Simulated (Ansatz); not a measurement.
The multiplicity is imposed and other spin states were not computed.

Species: [Hf(F)3] (charge 0, multiplicity 2).

Problem. Give a relaxed geometry from PBE-D3(BJ)/def2-SVP (Ansatz, an electronic-structure program).

Solution. the end point of this relaxation.
Cartesian coordinates (Å) in one orientation:
```xyz
4

Hf    -0.059    -0.003     0.021
F      0.332     1.313     1.358
F      0.178    -1.865     0.411
F     -0.704     0.541    -1.700
```
